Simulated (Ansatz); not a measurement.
Reactions of C3H9ClO3Zr, SMILES `CC(C)[O][Zr]([OH])([OH])[Cl]`.

Calculated with Ansatz (gas phase, PBE0-D4/def2-TZVP geometries, no zero-point term in ΔE). CBS: MP2 limit from def2 TZ/QZ plus the TZ coupled-cluster correction, frozen cores. This one scheme is used for every species. DFT in def2-TZVPP. B3LYP here is the variant with VWN-RPA as its local correlation; programs differ in this. def2 core potentials past Kr. For Br, Ge, In, Zr outer-core shells are correlated without core-valence functions, which leaves a few kJ/mol of doubt a bond. Scalar relativity is left out up to krypton. Each species was taken in one conformer, which may not be the lowest.

```tsv
reaction	B3LYP-D4 (eV)
`CC(C)[O][Zr]([OH])([OH])[Cl]` + `[Cl][In]([Cl])[Br]` → `[OH][Zr]([OH])([Cl])[Br]` + `CC(C)[O][In]([Cl])[Cl]`	0.84
`CC(C)[O][Zr]([OH])([OH])[Cl]` + `CC(C)[O][Ge][OH]` → `CC(C)[O][Zr]([OH])([OH])[O]C(C)C` + `[OH][Ge][Cl]`	-0.09
`CC(C)[O][Zr]([OH])([OH])[Cl]` + CH₃SH → `CSC(C)C` + `[OH][Zr]([OH])([OH])[Cl]`	-0.12
`CC(C)[O][Zr]([OH])([OH])[Cl]` + `[SiH]S` → `[OH][Zr]([OH])([SH])[Cl]` + `CC(C)O[SiH]`	0.34
```

**Question.** Give the CCSD(T)/CBS values in the same order. (Estimate.)

**Answer.** The calculation gave: 0.76, -0.03, -0.18, 0.33 eV.

Largest T1 diagnostic: 0.017, for `[OH][Zr]([OH])([SH])[Cl]`.
